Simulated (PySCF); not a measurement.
Al(H)(OH)(SH), SMILES [OH][AlH][SH], singlet, B3LYP/def2-SVP optimised geometry.

```
6

Al     0.37     0.22     0.00
H      1.94     0.22     0.00
O     -0.58    -1.20     0.00
H     -0.26    -2.11     0.00
S     -0.73     2.11     0.00
H     -1.94     1.50     0.00
```

Density from B3LYP/def2-TZVP run with PySCF at that geometry.

Minimum of the electron density along straight lines between bonded atoms, close to the bond critical point (lines longer than 1.1 times the sum of covalent radii, or with two minima, are not listed):

```csv
bond,length / Å,ρ at the minimum / e bohr⁻³,∇²ρ there / e bohr⁻⁵,position (fraction from the first atom)
Al1–H2,1.576,0.085,0.21,0.51
Al1–O3,1.704,___,___,0.43
O3–H4,0.961,0.354,-2.39,0.80
Al1–S5,2.187,0.073,0.20,0.37
S5–H6,1.355,0.207,___,0.64
```

Q: What belongs in the gaps?

A: 
- Al1–O3, ρ at the minimum / e bohr⁻³: 0.107
- Al1–O3, ∇²ρ there / e bohr⁻⁵: 0.76
- S5–H6, ∇²ρ there / e bohr⁻⁵: -0.57
